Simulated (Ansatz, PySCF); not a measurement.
Gas-phase reaction R1 → P1 + P2, each structure at its B3LYP-D3(BJ)/def2-TZVP stationary point, reached from a drawn start (curvature not checked).
R1, Cl3Tl (SMILES [Cl][Tl]([Cl])[Cl]) (charge 0, multiplicity 1, Z-matrix in Å and degrees):
```
Tl
Cl 1 2.3837
Cl 1 2.3837 2 119.99
Cl 1 2.3837 2 120.01 3 180.00
```
P1: ClTl (SMILES [Cl][Tl]), charge 0, multiplicity 1.
P2, Cl2 (SMILES ClCl) (charge 0, multiplicity 1):
| atom | x (Å) | y (Å) | z (Å) |
|---|---|---|---|
| Cl | 0.0000 | 0.0000 | 1.0068 |
| Cl | 0.0000 | 0.0000 | -1.0068 |

P less R. No zero-point or thermal terms; no spin–orbit coupling.

Cores are frozen in the correlated methods. In cc and def2 sets filled d and f shells under p-block atoms count as core.

Codes used: Ansatz (a program for electronic structure); PySCF for the D3/D4 terms. Each number belongs to the level named beside it. Elements past Kr take the def2 small-core potentials, without spin–orbit coupling.

```json
[
 {"level": "HF/def2-SVP", "reaction energy (eV)": "1.566"},
 {"level": "r2SCAN/def2-TZVPP", "reaction energy (eV)": "1.504"},
 {"level": "B3LYP/def2-TZVPP", "reaction energy (eV)": "1.127"},
 {"level": "CAM-B3LYP-D3(BJ)/def2-TZVPP", "reaction energy (eV)": "1.367"},
 {"level": "CAM-B3LYP-D4/def2-TZVPP", "reaction energy (eV)": "1.361"},
 {"level": "wB97M-V/def2-TZVPP", "reaction energy (eV)": "1.471"},
 {"level": "B2PLYP/def2-TZVPP", "reaction energy (eV)": "___"},
 {"level": "MP2/def2-SVP", "reaction energy (eV)": "___"},
 {"level": "MP2/def2-TZVPP", "reaction energy (eV)": "___"}
]
```

**Question.** Some entries are withheld; supply them.

**Answer.** 
- B2PLYP/def2-TZVPP, reaction energy (eV): 1.362
- MP2/def2-SVP, reaction energy (eV): 1.925
- MP2/def2-TZVPP, reaction energy (eV): 1.772
